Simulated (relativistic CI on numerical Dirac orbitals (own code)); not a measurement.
## Ag4+ (4d7) in a crystal field

Calculated by Dirac-Coulomb-Breit CI, separate exchange-only KLI orbitals for each configuration, model QED (radiative potential, 1s self-energy scaled to tabulated hydrogen-like ionisation energies), valence Slater integrals scaled by 0.75, one configuration in a parametric crystal field (own radial code).

Field parameters in Wybourne normalisation: Oh B⁴₀ = 21Dq, B⁴₄ = √(5/14) B⁴₀. The field is a parameter set, without covalency.

S is read from ⟨S²⟩ = S(S + 1).

Powder χT (cm³ K mol⁻¹) by Van Vleck's formula, with temperature-independent terms:

```
                Field    2 K    5 K   10 K   20 K   50 K  100 K  200 K  300 K
 Oh, 10Dq = 7250 cm⁻¹   2.16   2.17   2.19   2.24   2.36   2.58      3   3.38
Oh, 10Dq = 13050 cm⁻¹   1.99      2   2.02   2.07   2.19   2.41   2.81   3.12
Oh, 10Dq = 18850 cm⁻¹  0.707  0.708  0.709  0.713  0.722  0.739  0.771  0.804
Oh, 10Dq = 24650 cm⁻¹  0.543  0.544  0.545  0.546  0.551  0.558  0.574  0.589
Oh, 10Dq = 30450 cm⁻¹  0.495  0.496  0.496  0.497  0.501  0.507  0.518   0.53
Oh, 10Dq = 36250 cm⁻¹  0.471  0.471  0.472  0.473  0.476   0.48   0.49  0.499
Oh, 10Dq = 42050 cm⁻¹  0.456  0.456  0.456  0.457   0.46  0.464  0.472   0.48
```

Problem. For Oh, 10Dq = 30450 cm⁻¹: what effective moment follows at 300 K?

Solution. μ_eff = √(8χT) = 2.06 μB. The ground level has S = 0.55; the spin-only moment for S = 1/2 is 1.73 μB. The difference comes from the orbital moment, spin-orbit mixing of terms and temperature-independent paramagnetism, all larger in this ionic model than in covalent complexes.
